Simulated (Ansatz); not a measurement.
Harmonic frequencies (cm⁻¹) at PBE0-D4/def2-TZVP from Ansatz: 114, 140, 170, 224, 246, 253, 511, 552, 574, 670, 756, 813, 863, 904, 934, 940, 941, 944, 948, 1048, 1089, 1147, 1344, 1656, 2202, 2209, 2213, 2216, 2224, 2234, 3038, 3506, 3590.

Each molecule was computed in one conformer, which needn't be the lowest.

(1) Which molecule is it?
A. `N[SiH2]C[SiH3]`
B. `C[SiH2][SiH2]N`
C. `CN([SiH3])[SiH3]`
D. `NC([SiH3])[SiH3]`

Results:

(1) D.
